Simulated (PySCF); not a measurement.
## Bond length, frequency and bond energy of TlC⁻ by level of theory

State: ³Π (triplet), unpaired electrons σ ↑, π ↑. Set-up: basis Tl def2-SVPD with ECP60, C def2-SVPD; scalar-relativistic core potentials; PySCF 2.14. De refers to Tl + C⁻ in their high-spin ground configurations, without counterpoise correction. The functionals are run spin-unrestricted. A positive dipole points towards C; it is taken about the centre of mass and depends on that origin. Levels whose curve was spin-contaminated or gave no clean fit are not listed.

| Level | Re (Å) | ωe (cm⁻¹) | De (eV) | μ (D) | CPU s a point (SCF and correlation, without the integrals) |
| --- | --- | --- | --- | --- | --- |
| ROHF-MP2 | 2.159 | 539 | n/a | n/a | 0.29 |
| ROHF-SCS-MP2 | 2.171 | 525 | n/a | n/a | n/a |
| ROHF-CCSD | 2.213 | 430 | n/a | n/a | n/a |
| ROHF-CCSD(T) | 2.219 | 431 | n/a | n/a | 11 |
| LDA | 2.122 | 510 | n/a | -4.73 | 0.48 |
| PBE | 2.171 | 466 | n/a | -4.98 | 0.72 |
| revPBE | 2.191 | 443 | n/a | -5.05 | 0.52 |

The bond length runs from 2.122 Å (LDA) to 2.219 Å (ROHF-CCSD(T)).

Correlated steps freeze 5 core orbitals. These are scalar-relativistic numbers at best; spin–orbit coupling would shift them, the dissociation energy most. The highest Kohn–Sham level is positive in this anion. Much of that is self-interaction error, but it also means that the finite basis helps to hold the extra electron. The CCSD T1 diagnostic is raised, a sign that a single reference may not be enough here. The state is the lowest determinant that a PBE0 search found; another state may lie lower at other levels.

The whole job (state search and all levels along the bond) took about 3.4 min on 1 thread of Arm Neoverse V1 (shared host), peak memory 0.65 GiB.
